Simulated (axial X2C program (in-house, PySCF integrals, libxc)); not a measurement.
## Potential curves of VCl, two-component

All values were computed with an in-house all-electron X2C program for linear molecules (integrals from PySCF). Two-component (2c) means X2C with spin–orbit coupling and atomic mean-field two-electron Coulomb and Gaunt terms. Basis: V dyall-cv3z [10s10p6d4f2g], Cl dyall-av3z [9s8p3d2f] (cores contracted in-house); Gaussian nuclei, density fitting, unrestricted open shells. Masses: V 50.944 u, Cl 34.969 u.

State: Ω = 1 (⟨Sz⟩ = 2.00, ⟨Lz⟩ = -1.00 at PBE0). Energies in kJ/mol from the lowest point of each curve. Fits are polynomials in 1 − R0/R over 0.85 to 1.23 times the lowest point R0.

```json
{"R (Å)": "1.9201", "PBE0": "75.62", "TPSSh": "74.24", "CCSD(T)": ""}
{"R (Å)": "2.0084", "PBE0": "30.75", "TPSSh": "29.98", "CCSD(T)": "40.11"}
{"R (Å)": "2.0746", "PBE0": "11.85", "TPSSh": "11.41", "CCSD(T)": "17.38"}
{"R (Å)": "2.1408", "PBE0": "2.35", "TPSSh": "2.16", "CCSD(T)": "4.76"}
{"R (Å)": "2.2070", "PBE0": "0.00", "TPSSh": "0.00", "CCSD(T)": "0.00"}
{"R (Å)": "2.2842", "PBE0": "3.95", "TPSSh": "4.10", "CCSD(T)": "1.98"}
{"R (Å)": "2.3615", "PBE0": "13.05", "TPSSh": "13.32", "CCSD(T)": "9.97"}
{"R (Å)": "2.4608", "PBE0": "29.73", "TPSSh": "30.12", "CCSD(T)": "26.33"}
{"R (Å)": "2.5822", "PBE0": "54.50", "TPSSh": "55.01", "CCSD(T)": ""}
{"R (Å)": "2.7588", "PBE0": "93.80", "TPSSh": "94.47", "CCSD(T)": ""}
```

Correlated methods: 12 electrons correlated (number of frozen shells: V 3 s, 2 p; Cl 2 s, 1 p), 278 virtual spin orbitals or spinors in MP2, 90 natural virtuals in coupled cluster.

The state is a single determinant with fixed occupations, the lowest that a limited PBE0 search found. Density functionals use the spin component along the axis (collinear). Coupled cluster ran in a truncated set of natural virtual spinors; the MP2 energy of the rest was added. (T) has no such correction and the atoms are truncated less, which lowers De at CCSD(T) by a hundredth of an eV or more. PBE0 can misorder states that lie within some tenths of an eV, so this need not be the ground state of the molecule. The nearest other 2c determinant of the search, Ω = 3, lies 0.02 eV up at the distance of the search. Without a current term, density functionals place determinants with orbital angular momentum somewhat too high. With several unpaired electrons one determinant need not be a pure state. The outer-core s and p shells of the metal are frozen in the correlated rows, which leaves out core–valence correlation; for alkali and alkaline-earth bonds that tends to lengthen them. Open-shell Ω = 0 determinants with evenly filled partner blocks cannot be reached by this program, so the Ω shown need not be the lowest component. The T1 diagnostic is large, a sign of multireference character. Coupled cluster ran on the points near the minimum only. MP2 and coupled cluster on one determinant become unreliable at the stretched end.

(1) Fit the PBE0 curve near its minimum: give the equilibrium distance and the harmonic wavenumber.

(2) Fit the TPSSh curve near its minimum: give the equilibrium distance and the harmonic wavenumber.

(3) What are Re and ωe at the CCSD(T) level?

Answers

(1) At PBE0, 2c: Re = 2.200 Å, ωe ≈ 414 cm⁻¹; Be follows as 0.168 cm⁻¹.

(2) At TPSSh, 2c: Re = 2.198 Å, ωe ≈ 414 cm⁻¹; Be follows as 0.168 cm⁻¹.

(3) At CCSD(T), 2c: Re = 2.224 Å, ωe ≈ 418 cm⁻¹; Be follows as 0.164 cm⁻¹.
